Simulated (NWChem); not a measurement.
System: C₃H₃, doublet; SMILES [CH]=C=C

Input file for NWChem:

```
start job
memory heap 200 mb stack 900 mb global 1100 mb
geometry units angstroms noautosym nocenter noautoz
  C      0.000000     0.000000     1.259395
  C      0.000000     0.000000    -0.113401
  C      0.000000     0.000000    -1.357721
  H      0.000000     0.945526     1.824862
  H      0.000000    -0.945526     1.824862
  H      0.000000     0.000000    -2.438368
end
basis spherical
  * library def2-svp
end
dft
  odft
  mult 2
  xc pbe0
  iterations 150
end
cosmo
  dielec 1.5
end
task dft energy
```

In the optimisation the excess spin sits in b1 (C2v, its own frame). Geometry: optimised at PBE-D3(BJ)/def2-SVP, spin-unrestricted. No stability test was run on the SCF state.

Level: PBE0/def2-SVP with COSMO at NWChem's default radii, gas-phase geometry; the question gives the dielectric constant. Reactions with the solvent are ignored.

Problem. What results follow from this input? (PBE0/def2-SVP, spin-unrestricted, COSMO on the gas-phase geometry.) Quantities: electrostatic solvation energy (kcal/mol); dipole in solution (D).

Solution. 
```json
{
 "electrostatic solvation energy (kcal/mol)": "-0.9",
 "dipole in solution (D)": "0.12"
}
```
